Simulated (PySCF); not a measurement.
C2H2F, SMILES [CH]=CF, multiplicity 2.

The structure is a stationary point at B3LYP-D3(BJ)/def2-TZVP. The isomer is the one that the SMILES or the coordinates give; other isomers of the formula were not compared.

Calculation: TDA-B3LYP/def2-SVPD (PySCF).

Vertical excitations. 

Computed lowest excited states:
| state | energy (eV) | λ (nm) | f | main pairs |
|---|---|---|---|---|
| root 1 | 2.38 | 521 | 0.000 | β HOMO→LUMO 99 % |
| root 2 | 4.81 | 258 | 0.000 | α HOMO−1→LUMO 47 %, β HOMO→LUMO+1 50 % |
| root 3 | 5.53 | 224 | 0.004 | α HOMO→LUMO 98 % |
| root 4 | 5.90 | 210 | 0.000 | β HOMO−1→LUMO 98 % |
| root 5 | 7.45 | 166 | 0.041 | α HOMO→LUMO+1 90 % |
| root 6 | 7.46 | 166 | 0.013 | α HOMO−1→LUMO+1 7 %, β HOMO→LUMO+2 89 % |
| root 7 | 7.55 | 164 | 0.005 | α HOMO→LUMO+2 76 %, β HOMO→LUMO+1 6 % |
| root 8 | 7.77 | 160 | 0.042 | α HOMO−1→LUMO+1 87 %, β HOMO→LUMO+2 9 % |
| root 9 | 7.90 | 157 | 0.000 | α HOMO−1→LUMO+2 23 %, β HOMO→LUMO+3 70 % |
| root 10 | 8.07 | 154 | 0.186 | α HOMO−1→LUMO 27 %, α HOMO→LUMO+3 14 %, α HOMO→LUMO+2 8 %, β HOMO→LUMO+1 25 %, β HOMO−3→LUMO 13 % |
Unrestricted roots are not spin-pure.
